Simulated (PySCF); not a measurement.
Compound: Cu(PH3)(SiH3) (singlet state).
Cartesian coordinates in Å at the PBE0-D3(BJ)/def2-SVP level; atoms count from 1:
```xyz
9
CuH6PSi angstrom
Cu     0.0085    0.0200   -0.0080
P      0.0010   -0.0089    2.2516
H      0.8096   -0.9516    2.9396
H     -1.2135   -0.2660    2.9407
H      0.3916    1.1432    2.9838
Si     0.0025    0.0172   -2.3055
H      1.3201    0.3879   -2.9401
H     -0.9827    0.9722   -2.9328
H     -0.3371   -1.3140   -2.9293
```

Method: TDDFT CAM-B3LYP/def2-SVPD, vertical, gas phase, core orbitals frozen in the response in PySCF.

Ground-to-excited transition dipoles (e·a0, same axes as the geometry; the sign carries no meaning), for the states with f of 0.002 or more among the lowest 15:

```json
{"state": "S1", "E (eV)": "4.366", "μx": "-0.223", "μy": "-0.626", "μz": "0.002"}
{"state": "S2", "E (eV)": "4.373", "μx": "-0.627", "μy": "0.223", "μz": "0.001"}
{"state": "S3", "E (eV)": "5.140", "μx": "0.001", "μy": "0.008", "μz": "-0.867"}
{"state": "S9", "E (eV)": "5.441", "μx": "0.031", "μy": "0.164", "μz": "0.016"}
{"state": "S10", "E (eV)": "5.447", "μx": "-0.124", "μy": "0.019", "μz": "0.000"}
{"state": "S11", "E (eV)": "5.498", "μx": "-0.237", "μy": "-0.255", "μz": "-0.007"}
{"state": "S12", "E (eV)": "5.499", "μx": "-0.267", "μy": "0.234", "μz": "0.002"}
{"state": "S13", "E (eV)": "6.007", "μx": "-0.004", "μy": "-0.017", "μz": "1.620"}
{"state": "S14", "E (eV)": "6.321", "μx": "0.627", "μy": "-0.180", "μz": "0.008"}
{"state": "S15", "E (eV)": "6.329", "μx": "-0.179", "μy": "-0.624", "μz": "-0.090"}
```

Problem. Work out the oscillator strengths.

Solution. f = (2/3) ΔE |μ|² with ΔE in hartree (27.2114 eV).

```
state  |μ|² (au)  |μ| (D)      f
   S1      0.442     1.69  0.047
   S2      0.443     1.69  0.047
   S3      0.752     2.20  0.095
   S9      0.028     0.42  0.004
  S10      0.016     0.32  0.002
  S11      0.121     0.88  0.016
  S12      0.126     0.90  0.017
  S13      2.624     4.12  0.386
  S14      0.425     1.66  0.066
  S15      0.429     1.67  0.067
```

Problem. What angle do the transition dipoles of S3 and S13 make?

Solution. |cos θ| = |μa·μb| / (|μa| |μb|) = 1.00, so θ ≈ 0° (taken between 0 and 90°, since the signs are arbitrary).

Problem. How is the summed strength of these states shared among x, y and z?

Solution. (2/3) Σ ΔE μα² gives 0.133 for x, 0.132 for y and 0.482 for z, 0.747 in all.

Problem. What peak molar absorption coefficient would the strongest computed level give as a lone Gaussian band 0.5 eV wide at half height?

Solution. ε(max) = 2.175×10⁸ f / FWHM, with the width in cm⁻¹. S13: 2.175×10⁸ × 0.3861 / 4033 ≈ 21000 L mol⁻¹ cm⁻¹.

S1/S2, S9/S10, S11/S12 and S14/S15 coincide within about 0.01 eV; within a degenerate level the directions of the single components are arbitrary.

The run took 25 s on Arm Neoverse N1, one thread, on a shared host.
